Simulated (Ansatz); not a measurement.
System: HgI, charge 0, doublet. HgI (parent SMILES [I][Hg], doublet).
B3LYP-D3(BJ)/def2-TZVP minimum from Ansatz (an electronic-structure program):
```
Hg
I 1 2.8364
```
Charge 0, spin multiplicity 2.

Total energies in hartree (Ansatz). UHF or UKS for unpaired electrons; spin-orbit terms are left out. Correlated methods leave the cores frozen (noble-gas shells, and filled d and f shells in the p block). Past Kr the def2 sets carry scalar-relativistic core potentials. Spin-orbit terms, left out, reach several kcal/mol for Br and I, and more for heavier atoms. The UHF reference of HgI (parent SMILES [I][Hg], doublet) is spin-contaminated (<S^2> up to 0.04 over the pure value in the sets run). The spin of HgI (parent SMILES [I][Hg], doublet) was assumed, and the state is the lowest solution found for it.

| species | HF/def2-TZVPP | CCSD(T)/def2-TZVPP | HF/def2-QZVPP | CCSD(T)/def2-QZVPP | CCSD(T)/def2-SVP | CCSDT(Q)/def2-SVP |
|---|---|---|---|---|---|---|
| 1: HgI (parent SMILES [I][Hg], doublet) | -449.22256 | -449.77752 | -449.22432 | -449.82324 | -449.58578 | -449.58671 |
| 2: Hg (singlet) | -152.55433 | -152.96940 | -152.55458 | -152.99161 | -152.83692 | -152.83732 |
| 3: I (doublet) | -296.65857 | -296.79430 | -296.65973 | -296.81374 | -296.74085 | -296.74112 |

Q: Work out the atomisation energy (electronic, to ground-state atoms) in kcal/mol: take Hartree-Fock from def2-QZVPP, extrapolate the CCSD(T) correlation energy as X^-3 (X = 3, 4), and add CCSDT(Q) - CCSD(T) in def2-SVP. 1 hartree = 627.51 kcal/mol.

A: 
Species 1: correlation (64·(-0.59892) - 27·(-0.55496))/37 = -0.63100; step -0.00093; E1 = -449.22432 + (-0.63100) + (-0.00093) = -449.85625
Species 2: correlation (64·(-0.43703) - 27·(-0.41507))/37 = -0.45305; step -0.00040; E2 = -152.55458 + (-0.45305) + (-0.00040) = -153.00803
Species 3: correlation (64·(-0.15401) - 27·(-0.13573))/37 = -0.16735; step -0.00027; E3 = -296.65973 + (-0.16735) + (-0.00027) = -296.82735
-1·E1 +1·E2 +1·E3 = 0.02087 hartree = 13.1 kcal/mol.
